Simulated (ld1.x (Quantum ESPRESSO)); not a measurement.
# Transferability test, RRKJ potential for sulfur

* Element: sulfur
* Generator: ld1.x (Quantum ESPRESSO) 7.5
* Type: norm-conserving RRKJ (Kleinman–Bylander form)
* Functional: PW91
* Relativity: non-relativistic
* Frozen core: [Ne]
* Valence charge: 6
* Reference configuration: 3s2 3p4
* Partial waves: 3s (bound): rc 1.40 bohr; 3p (bound): rc 1.40 bohr
* Local potential: the p channel
* Core correction: none
* rho0: 0.02

Energies are relative to the spin-unpolarised reference configuration 3s2 3p4; without spin polarisation the order of configurations can differ from experiment.

| valence configuration | charge | ΔE all-electron (eV) | error AE − PS (meV) |
| --- | --- | --- | --- |
| 3s2 3p3 | +1 | 11.834 | +2.7 |
| 3s2 3p2 | +2 | 34.192 | +19 |
| 3s2 3p1 | +3 | 68.321 | +70 |
| 3s1 3p5 | 0 | 10.184 | +3.2 |
| 3s2 3p0 | +4 | 115.224 | +199 |
| 3s2 3p3.5 | +0.5 | 4.691 | +0.5 |

(1) What are ΔE and the potential's error for 3s1 3p4?

Levels in the configuration 3s2 3p3:

```
level  all-electron (eV)  pseudo (eV)
   3s            -27.562      -27.553
   3p            -16.865      -16.858
```

Answers

(1) ΔE = 22.574 eV all-electron; the error (AE − PS) is +9.0 meV.

ld1.x printed “convergence not achieved” for 7 of the counted tests; their residual had stalled under 1e-8, short of the target of 1e-14.
